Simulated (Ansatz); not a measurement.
Consider the silylene formation by 1,1-elimination: `C[Si](C)(F)BF` → `CBF` + `C[Si]F`.

Computed with Ansatz on PBE0-D4/def2-TZVP structures; ΔE is electronic, products minus reactants. CBS: MP2 limit from def2 TZ/QZ plus the TZ coupled-cluster correction, frozen cores. This one scheme is used for every species. Functionals use def2-TZVPP. Each species was taken in one conformer, which may not be the lowest.

```csv
level,ΔE (kJ/mol),difference from CCSD(T)/CBS
PBE-D4,151.8,-0.7
r2SCAN-D4,166.4,13.9
PBE0-D4,163.1,10.6
PBE,141.6,-10.9
MP2/def2-TZVPP,159.4,6.9
CCSD/def2-TZVPP,146.4,-6.1
CCSD(T)/def2-TZVPP,148.8,-3.7
HF/def2-QZVPP,135.8,-16.7
MP2/def2-QZVPP,161.1,8.6
SCS-MP2/def2-QZVPP,153.4,0.9
CCSD(T)/CBS,152.5,0
```

Largest T1 diagnostic among the species: 0.014.

The D4 term adds +16.0 kJ/mol with B3LYP and +9.1 kJ/mol with PBE0; it sums over pairs of atoms, weighted by their polarisabilities, and B3LYP, whose exchange is more repulsive, gets the larger term. In def2-TZVPP, CCSD(T) changes the Hartree–Fock value by +11.9 kJ/mol (the triples alone add +2.4 kJ/mol) and MP2 by +22.5 kJ/mol. From PBE to PBE0 (25 % exact exchange), in def2-TZVPP and without D4, ΔE moves by +12.4 kJ/mol.

B3LYP here is the variant with VWN-RPA as its local correlation; programs differ in this.
